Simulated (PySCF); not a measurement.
Species: C₅H₅NO.
Atom-mapped SMILES: `[N:1]#[C:2][C@H:3]1[CH:4]=[CH:5][CH2:6][O:7]1` (hydrogens: H8 on C3; H9 on C4; H10 on C5; H11, H12 on C6)

Structure optimised with GFN2-xTB, isolated species.

Entries marked ? are missing.

```tsv
coordinate	value
N1≡C2	1.142 Å
C2–C3	?
C3–C4	1.510 Å
C4=C5	?
C5–C6	?
C6–O7	1.420 Å
C3–O7	?
C3–H8	1.101 Å
C4–H9	1.073 Å
C5–H10	1.073 Å
C6–H11	1.096 Å
C6–H12	1.100 Å
N1–C2–C3	178.5°
C2–C3–C4	109.7°
C2–C3–O7	?
C4–C3–O7	?
C3–C4–C5	108.9°
C4–C5–C6	109.8°
C5–C6–O7	?
C3–O7–C6	109.5°
```

**Question.** Estimate the withheld lengths and angles.

**Answer.** 
- C2–C3 = 1.459 Å, drawn single (nitrile carbon to sp3 carbon bound to oxygen); 0.01 Å above the sum of covalent radii, 1.45 Å.
- C4=C5 = 1.321 Å, drawn double (both ends alkene CH carbon); 0.14 Å below the sum of covalent radii, 1.46 Å.
- C5–C6 = 1.497 Å, drawn single (alkene CH carbon to sp3 carbon bound to oxygen); 0.01 Å above the sum of covalent radii, 1.49 Å.
- C3–O7 = 1.421 Å, drawn single (sp3 carbon bound to oxygen to cyclic ether oxygen); equal to the sum of covalent radii, 1.42 Å.
- C2–C3–O7 = 111.5°, at the sp3 carbon bound to oxygen; the outer atoms are 2.381 Å apart.
- C4–C3–O7 = 105.3°, at the sp3 carbon bound to oxygen, inside a 5-membered ring; the outer atoms are 2.330 Å apart.
- C5–C6–O7 = 105.4°, at the sp3 carbon bound to oxygen, inside a 5-membered ring; the outer atoms are 2.321 Å apart.

Radii are Cordero's, carbon taken as 0.76, 0.73 or 0.69 Å for four, three, and two or fewer neighbours.

GFN2-xTB frequencies: not computed here.
